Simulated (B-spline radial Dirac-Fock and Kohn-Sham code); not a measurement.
# N²⁺ 2s: cross section and angular parameters

System: the N²⁺ ion in the configuration 1s2 2s2 2p1; threshold 54.91 eV (orbital energy of the model). Calculated with a radial finite-basis atomic code, using Dirac-Hartree-Slater photoionisation with a Latter tail; cross sections with all multipoles, angular parameters from the dipole term and its interference with E2.

For linearly polarised light dσ/dΩ = σ/(4π) [1 + β P₂(cos θ) + (δ + γ cos²θ) sin θ cos φ], with θ from the polarisation vector and φ the angle between the beam and the projection of the electron momentum on the plane normal to the polarisation.

| hν (eV) | σ (kb) | β | γ |
| --- | --- | --- | --- |
| 75.3 | 901 | 2.000 | -0.009 |
| 80 | ? | ? | ? |
| 106 | 544 | 2.000 | -0.018 |
| 115 | 477 | 2.000 | -0.013 |
| 116 | 470 | 2.000 | -0.012 |
| 126 | 411 | 2.000 | -0.006 |
| 150 | 306 | 2.000 | 0.013 |
| 202 | 173 | 2.000 | 0.061 |
| 235 | 127 | 2.000 | 0.090 |
| 310 | 70.4 | 2.000 | 0.156 |
| 374 | 45.8 | 2.000 | 0.212 |
| 514 | 21.5 | 2.000 | 0.308 |
| 520 | 20.9 | 2.000 | 0.312 |
| 548 | 18.4 | 2.000 | 0.328 |
| 658 | 11.8 | 2.000 | 0.388 |
| 906 | 5.26 | 2.000 | 0.508 |
| 1000 | 4.08 | 2.000 | 0.549 |
| 1253.6 | 2.26 | 2.000 | 0.652 |
| 1520 | 1.34 | 2.000 | 0.749 |
| 1590 | 1.19 | 2.000 | 0.772 |
| 1680 | 1.02 | 2.000 | 0.802 |
| 4920 | 0.0454 | 2.000 | 1.556 |
| 4970 | 0.0441 | 2.000 | 1.565 |
| 5414.7 | 0.0340 | 2.000 | 1.641 |
| 6390 | 0.0205 | 2.000 | 1.798 |
| 6910 | 0.0161 | 2.000 | 1.877 |
| 8047.8 | 0.0100 | 2.000 | 2.040 |
| 9251.7 | 0.00650 | 2.000 | 2.199 |

**Question.** Give the values at 80 eV.

**Answer.** σ = 829 kb, β = 2.000, γ = -0.015. For an s subshell δ is negligible.
